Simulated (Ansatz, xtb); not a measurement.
**H6OSiSn: which of two isomers lies lower**

Structure I is `O[SiH2][SnH3]`, a singlet and structure II is `[SiH3][O][SnH3]`, a singlet. Both are isolated molecules in the gas phase, relaxed with r2SCAN-D4/def2-SVP; the shapes shown needn't be the lowest conformers.

I (Å):

| atom | x (Å) | y (Å) | z (Å) |
| --- | --- | --- | --- |
| O | 0.6816 | -0.3534 | 1.0927 |
| Si | -0.2518 | -0.0082 | -0.2535 |
| Sn | -0.5099 | 2.5376 | -0.5804 |
| H | 1.5740 | 0.0119 | 1.1004 |
| H | -1.5755 | -0.6395 | 0.0021 |
| H | 0.3239 | -0.6034 | -1.5041 |
| H | -1.3789 | 3.2564 | 0.7113 |
| H | 1.0370 | 3.2860 | -0.6260 |
| H | -1.3139 | 2.9314 | -2.0437 |

II (Å):

```xyz
9

O     0.0173    0.9462    0.4602
Si    0.2831   -0.4204   -0.4275
Sn   -0.5836    2.8042    0.0678
H     0.7398   -1.5099    0.4842
H     1.3332   -0.2067   -1.4771
H    -0.9608   -0.8780   -1.1300
H    -0.5882    3.5520    1.6002
H     0.5634    3.4799   -1.0092
H    -2.1429    2.6853   -0.6297
```

Quicker runs give these differences E(II) − E(I): GFN2-xTB +3.5 kcal/mol; HF/STO-3G −2.9 kcal/mol (at GFN2-xTB geometries); r2SCAN-D4/def2-SVP//GFN2-xTB −2.0 kcal/mol.

Question: Which of the two would you expect CCSD(T)/def2-TZVP electronic energies to favour?

Answer: Structure II; the calculation gives E(II) − E(I) = −5.8 kcal/mol.

How the difference moves with the method:

```
                       level            geometry  E(II) − E(I) (kcal/mol)  departure from the last row (kcal/mol)  job, with rough time for the two
                    GFN2-xTB            GFN2-xTB                      +3.5                                    +9.3              optimisation, 0.13 s
                   HF/STO-3G            GFN2-xTB                      −2.9                                    +2.9               single point, 0.7 s
r2SCAN-D4/def2-SVP//GFN2-xTB            GFN2-xTB                      −2.0                                    +3.8               single point, 3.1 s
          r2SCAN-D4/def2-SVP  r2SCAN-D4/def2-SVP                      −1.6                                    +4.2                optimisation, 37 s
                HF/def2-TZVP  r2SCAN-D4/def2-SVP                      −9.1                                    −3.3           part of the CCSD(T) run
               MP2/def2-TZVP  r2SCAN-D4/def2-SVP                      −6.1                                    −0.3           part of the CCSD(T) run
           CCSD(T)/def2-TZVP  r2SCAN-D4/def2-SVP                      −5.8                                                        single point, 81 s
```

As drawn, II has 1 O–Sn, 1 Si–H in place of 1 Si–Sn, 1 O–H.

GFN2-xTB puts the two in the other order. The largest departure from CCSD(T)/def2-TZVP is that of GFN2-xTB, 9.3 kcal/mol.

With harmonic frequencies from r2SCAN-D4/def2-SVP (ideal gas, rigid rotor, one conformer each, 298.15 K, 1 atm): on the last row, ΔE + ΔZPE = −6.9 kcal/mol. A mode under 50 cm⁻¹ makes harmonic enthalpies and free energies unreliable, so none is given.

The correlated steps freeze 10 core orbitals; the filled d shell of Sn is correlated, in a basis made for valence electrons. Atoms past krypton carry core potentials in the def2 sets, other sets are all-electron and non-relativistic, and no spin–orbit term is included. Programs: Ansatz 0.2.0, xtb 6.7.1; the last row on 2 threads of Arm Neoverse V1 on a shared host.
